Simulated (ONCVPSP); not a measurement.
What the settings do to the ONCV potential of hafnium (Hf)

Base potential:

```json
{
 "Element": "Hf (Z = 72)",
 "Generator": "ONCVPSP 4.0.1",
 "Type": "optimised norm-conserving Vanderbilt (ONCV)",
 "Functional": "PBE",
 "Relativity": "scalar-relativistic",
 "Frozen core": "[Kr] 4d10 4f14 5s2",
 "Valence charge": "10",
 "Reference configuration": "5p6 5d2 6s2",
 "Partial waves": "6s: rc 2.95 bohr, ncon 4, nbas 8, qcut 2.2 1/bohr, 2 projectors, debl 2.6 Ha; 5p: rc 1.45 bohr, ncon 3, nbas 7, qcut 5.7 1/bohr, 1 projector; 5d: rc 2.25 bohr, ncon 4, nbas 8, qcut 4 1/bohr, 1 projector",
 "Local potential": "polynomial inside 1.40 bohr (lpopt 5, dvloc0 -1 Ha)",
 "Core correction": "Teter function, parameters optimised by the program"
}
```

Cutoffs, loose and tight: the cutoffs (Ha) at which the residual kinetic energy of the hardest occupied pseudo-wave falls to 1 and 0.1 mHa per electron. They do not see the model core or the augmentation charge, which bear on the density cutoff. Test errors are all-electron minus pseudo excitation energies from the reference, over the configurations 5p6 5d2 6s1; 5p6 5d2 6s0; 5p6 5d1 6s0; 5p6 5d2 6s0 6p1. A dash means not determined; rows that change the core or the reference have their own tests. The largest error is taken over the tests solved by every variant that gives reliable tests at all: 5p6 5d2 6s0; 5p6 5d2 6s0 6p1; 5p6 5d2 6s1.

A true bound ghost makes a file unfit for plane-wave use even where its test errors are small: the radial tests pick states by their node count and pass the ghost by.

| change | outcome | cutoff, loose | cutoff, tight | bound ghosts | GHOST(+) flags above zero | largest test error (meV) |
| --- | --- | --- | --- | --- | --- | --- |
| base | generated | 21 Ha | 81 Ha | s | s | +44 |
| local potential polynomial inside 1.25 bohr (lpopt 5, dvloc0 -1 Ha) | generated | 21 Ha | 81 Ha | s | s | +56 |
| s: qcut 1.8 | generated | 21 Ha | 81 Ha | s | s | +47 |
| s: nbas 9 | generated | 21 Ha | 81 Ha | s | s | +43 |
| s: debl 1.75 | generated | 21 Ha | 81 Ha | s | s | +44 |
| p: nproj 2 | generated, projector energies reset by the program | 21 Ha | 81 Ha | s | s | -27 |
